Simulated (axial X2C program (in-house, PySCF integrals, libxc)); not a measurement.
Spin–orbit effects down a group: molecules with Se, PBE0

Computed with an in-house all-electron X2C program for linear molecules (integrals from PySCF), spin-free (one-electron X2C) or two-component (2c: spin–orbit coupling with atomic mean-field Coulomb and Gaunt terms, which also bring small scalar terms), in Dyall basis sets with cores contracted in-house; open shells are unrestricted.

Basis sets: C dyall-v3z, Ge dyall-v3z, Se dyall-cv3z, Se dyall-v3z, Si dyall-v3z, Sn dyall-cv3z.

```json
{"molecule": "CSe", "spin-free state": "M_S = 0, Λ = 0", "Re (Å)": "1.667", "ωe (cm⁻¹)": "1080.2", "De (eV)": "6.05", "2c state": "Ω = 0", "Re 2c (Å)": "1.667", "ωe 2c (cm⁻¹)": "1078.7", "De 2c (eV)": "5.99"}
{"molecule": "SiSe", "spin-free state": "M_S = 0, Λ = 0", "Re (Å)": "2.062", "ωe (cm⁻¹)": "590.0", "De (eV)": "5.44", "2c state": "Ω = 0", "Re 2c (Å)": "2.063", "ωe 2c (cm⁻¹)": "589.1", "De 2c (eV)": "5.38"}
{"molecule": "GeSe", "spin-free state": "M_S = 0, Λ = 0", "Re (Å)": "2.134", "ωe (cm⁻¹)": "413.2", "De (eV)": "5.05", "2c state": "Ω = 0", "Re 2c (Å)": "2.135", "ωe 2c (cm⁻¹)": "412.3", "De 2c (eV)": "n/a"}
{"molecule": "SnSe", "spin-free state": "M_S = 0, Λ = 0", "Re (Å)": "2.324", "ωe (cm⁻¹)": "338.3", "De (eV)": "4.56", "2c state": "Ω = 0", "Re 2c (Å)": "2.325", "ωe 2c (cm⁻¹)": "336.9", "De 2c (eV)": "n/a"}
```

Each entry is the lowest single determinant of a limited PBE0 search at one distance. De goes to single-determinant-based atoms at the same level (for ions the charge split of lowest energy) and is withheld (n/a) where an atom does not fit its ground term or J level. Main or longest-lived isotopes. Some light 2c atoms are not at their ground J level, so De misses part of their lowering (0.04 eV or less). The functionals have no current term, which raises determinants with orbital currents.
